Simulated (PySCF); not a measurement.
Theory: PBE0-D3(BJ)/def2-SVP geometry optimisation, gas phase (PySCF). Rigid rotors, one computed conformer each.

Species:
1. `[Se:1]1[Se:2][Se:3][Se:4][Se:5][Se:6][Se:7][Se:8]1` with Se8–Se1–Se2–Se3 103°, Se1–Se2–Se3–Se4 -102°, Se2–Se3–Se4–Se5 98°, Se3–Se4–Se5–Se6 -100°
2. `[F:1][Si@@H:2]([SiH3:3])[PH2:4]` with F1–Si2–P4–H 178° and -89°
3. GaCl2Me, `[CH3][Ga]([Cl])[Cl]`

Rotational constants (MHz) and dipole components (D):

| set | A | B | C | μa | μb | μc |
| --- | --- | --- | --- | --- | --- | --- |
| P | 3543 | 2214 | 1374 | 0.02 | 2.83 | 0.02 |
| Q | 3946 | 1965 | 1442 | 0.66 | 1.65 | 0.50 |
| R | 209.1 | 204.9 | 113.6 | 0.01 | 0.00 | 0.01 |

Question: Match each set to its species.

Answer: P = 3, Q = 2, R = 1.

- 1 (set R): mass 639.3 u, 8 heavy atoms, longest extent 5.4 Å, Ia, Ib, Ic = 2416.8, 2466.8, 4449.4 u·Å².
- 2 (set Q): mass 112.0 u, 4 heavy atoms, longest extent 5.1 Å, C1, asymmetric top, Ia, Ib, Ic = 128.1, 257.2, 350.6 u·Å².
- 3 (set P): mass 153.9 u, 4 heavy atoms, longest extent 4.5 Å, asymmetric top, Ia, Ib, Ic = 142.6, 228.3, 367.7 u·Å².

Point groups hold within 0.08 Å; constants that symmetry makes equal can differ a little in the computed geometry, and forbidden dipole components can keep a residue. No structure here is proved a minimum.
